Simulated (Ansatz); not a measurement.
Mulliken charges of `O[SiH](S)[GeH3]` from B3LYP/def2-TZVPP in Ansatz (PBE0-D4/def2-TZVP geometry).

```
atom   x (Å)   y (Å)   z (Å)  charge (e)
  O1  -1.206   1.290  -1.039      -0.368
 Si2   0.109   0.948  -0.105       0.479
  S3   1.862   1.054  -1.302      -0.257
 Ge4  -0.098  -1.206   0.893      -0.032
  H5  -2.065   1.026  -0.704       0.183
  H6   0.337   1.997   0.925      -0.091
  H7   1.585  -0.059  -2.003       0.110
  H8   0.085  -2.297  -0.176      -0.008
  H9  -1.490  -1.399   1.528      -0.016
 H10   0.964  -1.406   1.986       0.000
```

By hand: the dipole of these point charges (1 e Å = 4.8032 D).

Σ q r = (-0.190, -0.213, 0.182) e Å, of length 0.339 e Å = 1.63 D.

How does the dipole of the full density compare? (Estimate.)

Ansatz gave: (-0.296, -0.189, 0.128) e Å, 1.80 D; the point charges give 0.91 times that, at 19° from its direction.

Point charges leave out the atoms' own dipoles, such as those of lone pairs, and Mulliken's split depends on the basis, so the two needn't agree.

B3LYP here is the variant with VWN-RPA as its local correlation; programs differ in this.
